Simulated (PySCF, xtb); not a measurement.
BrFH4N2Si, SMILES N[Si](N)(F)Br.

xtb with GFN2-xTB at its own geometry gives an orbital gap of 7.16 eV and a dipole moment of 5.49 D.

The structure is a stationary point at ωB97X-D3(BJ)/def2-SVP. This is a generated structure with no PubChem entry under its InChIKey; it may be hypothetical. One conformer was computed; it need not be the lowest.

Q: What does PySCF with PBE/def2-TZVP give? (The exact figures need the calculation; the answer reports its results.)

A: gap 6.11 eV (levels -6.48 and -0.37 eV), dipole 2.61 D.
